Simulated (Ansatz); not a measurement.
`[OH][Al-]1([Cl])[O]C(C(F)(F)F)=CC(C(F)(F)F)=[O+]1` and `[CH3][Zn-]1[O]C(C(F)(F)F)=CC(C(F)(F)F)=[O+]1` differ in one atom or group.

Ansatz, PBE0-D4/def2-TZVP geometries, multiplicity 1. Each molecule was computed in one conformer, which needn't be the lowest.

Scalar relativity is left out up to krypton.

| property | `[OH][Al-]1([Cl])[O]C(C(F)(F)F)=CC(C(F)(F)F)=[O+]1` |
| --- | --- |
| HOMO energy (ωB97M-V/def2-TZVPP) / eV | -10.99 |
| LUMO energy (PBE/def2-TZVPP) / eV | -4.54 |
| HOMO energy (PBE/def2-TZVPP) / eV | -7.43 |
| HOMO–LUMO gap (ωB97M-V/def2-TZVPP) / eV | 9.30 |
| HOMO energy (PBE0/def2-TZVPP) / eV | -8.81 |
| size of the dipole moment (B3LYP/def2-TZVPP) / D | 4.20 |

**Question.** Give the same properties after the change, and the shifts. (Best estimate.)

**Answer.** The calculation gave: 
```
                                        property  `[CH3][Zn-]1[O]C(C(F)(F)F)=CC(C(F)(F)F)=[O+]1`  shift
           HOMO energy (ωB97M-V/def2-TZVPP) / eV                                          -10.30   0.69
               LUMO energy (PBE/def2-TZVPP) / eV                                           -3.71   0.83
               HOMO energy (PBE/def2-TZVPP) / eV                                           -7.04   0.39
         HOMO–LUMO gap (ωB97M-V/def2-TZVPP) / eV                                            9.50   0.20
              HOMO energy (PBE0/def2-TZVPP) / eV                                           -8.19   0.62
size of the dipole moment (B3LYP/def2-TZVPP) / D                                            0.31  -3.89
```

With PBE0 the HOMO rises by 0.62 eV and the LUMO rises by 0.89 eV, so the gap widens by about 0.27 eV. PBE moves the HOMO by 0.39 eV and ωB97M-V by 0.69 eV. Dipoles are sizes alone; their direction can turn.

B3LYP here is the variant with VWN-RPA as its local correlation; programs differ in this.
